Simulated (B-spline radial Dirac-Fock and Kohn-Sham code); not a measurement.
# Ge³⁺ 4s: cross section and angular parameters

System: germanium as Ge³⁺, 1s2 2s2 2p6 3s2 3p6 3d10 4s1; threshold 45.67 eV (orbital energy of the model). Level of theory: Dirac-Hartree-Slater photoionisation with a Latter tail; cross sections with all multipoles, angular parameters from the dipole term and its interference with E2; a radial finite-basis atomic code.

Input of the calculation (task.json; shells as n, l, electrons):

```json
{"items": [{
  "Z": 32,
  "q": 3,
  "cfg": [[1, 0, 2], [2, 0, 2], [2, 1, 6], [3, 0, 2], [3, 1, 6], [3, 2, 10], [4, 0, 1]],
  "A": 74,
  "rrms": 4.0742,
  "do": "xps",
  "hv": [56.2, 60, 150, 158.0, 186.0, 277.0, 425.0, 552.0, 600, 649.0, 692.0, 1253.6, 1270.0, 1570.0, 2080.0, 2190.0, 2860.0, 3690.0, 3790.0, 3920.0, 4030.0, 4150.0, 4790.0, 5270.0, 5414.7, 6000, 6080.0, 8047.8, 12000, 13900.0]
}]}
```

Launch: `python xray2_run.py task.json out`

For linearly polarised light dσ/dΩ = σ/(4π) [1 + β P₂(cos θ) + (δ + γ cos²θ) sin θ cos φ], with θ from the polarisation vector and φ the angle between the beam and the projection of the electron momentum on the plane normal to the polarisation.

```
hν (eV)   σ (kb)      β       γ
   56.2      114  1.993   0.058
     60      109  1.993   0.080
    150     36.2  1.997   0.217
    158     33.6  1.997   0.220
    186        ?      ?       ?
    277     16.0  1.998   0.196
    425     8.25  1.998   0.126
    552     5.38  1.998   0.069
    600     4.69  1.998   0.050
    649     4.12  1.998   0.032
    692     3.70  1.999   0.018
 1253.6     1.31  1.999  -0.067
   1270     1.28  1.999  -0.067
   1570    0.864  1.999  -0.061
   2080    0.504  1.999  -0.010
   2190    0.456  1.999   0.006
   2860    0.267  1.999   0.116
   3690    0.157  1.999   0.269
   3790    0.149  1.999   0.288
   3920    0.138  1.999   0.313
   4030    0.131  1.999   0.333
   4150    0.123  1.999   0.356
   4790   0.0900  1.999   0.476
   5270   0.0730  1.999   0.564
 5414.7   0.0687  1.999   0.591
   6000   0.0547  1.999   0.695
   6080   0.0531  1.999   0.710
 8047.8   0.0279  1.999   1.036
  12000   0.0107  1.998   1.594
  13900  0.00746  1.998   1.831
```

Question: Give the values at 186 eV.

Answer: σ = 26.8 kb, β = 1.997, γ = 0.217. For an s subshell δ is negligible.
